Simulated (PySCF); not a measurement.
A structure optimised at PBE0-D3(BJ)/def2-SVP (Å):
```
atom  x, y, z in Å
Si1   -2.5140    0.4947    0.2212
C2    -1.2105   -0.5101   -0.7354
O3     0.0294    0.1656   -0.7719
Si4    1.2764   -0.0646    0.3096
P5     3.0628    0.9429   -0.6154
H6    -3.8189   -0.2375    0.2138
H7    -2.0645    0.6797    1.6345
H8    -2.6893    1.8341   -0.4129
H9    -1.5558   -0.6592   -1.7733
H10   -1.1174   -1.5239   -0.2967
H11    1.0093    0.5946    1.6270
H12    1.4396   -1.5356    0.5492
H13    3.9095    0.5358    0.4640
H14    3.4042   -0.1822   -1.4269
```

Charge 0, singlet.

Which heavy atoms are bonded, and with what formal order?

Si1–C2 1.90 Å (single); C2–O3 1.41 Å (single); O3–Si4 1.67 Å (single); Si4–P5 2.25 Å (single). Bonds to hydrogen (Å): Si1–H6 1.50; Si1–H7 1.49; Si1–H8 1.49; C2–H9 1.10; C2–H10 1.11; Si4–H11 1.50; Si4–H12 1.50; P5–H13 1.43; P5–H14 1.43.

Give the structure as a SMILES string.

`[SiH3]CO[SiH2]P`, CH9OPSi2. Among its features: Si–H bond and C–Si bond.

Name the point group.

C1 (no symmetry element, even within 0.4 Å).

Describe the place of each heavy atom.

Si1: SiH3 silicon; C2: sp3 carbon bound to oxygen; O3: silyl ether oxygen; Si4: oxygen-bound silicon; P5: three-coordinate phosphorus.

What is the arrangement about Si4?

It has 4 neighbours (O3, P5, H11, H12) and is distorted tetrahedral (angles from 105.4° to 114.7°).

What is the arrangement about P5?

It has 3 neighbours (Si4, H13, H14) and is pyramidal (angles 94.0°, 93.6° and 91.9°, sum 279.5°, 0.87 Å off the plane of its three neighbours).

All values are computed, not measured.
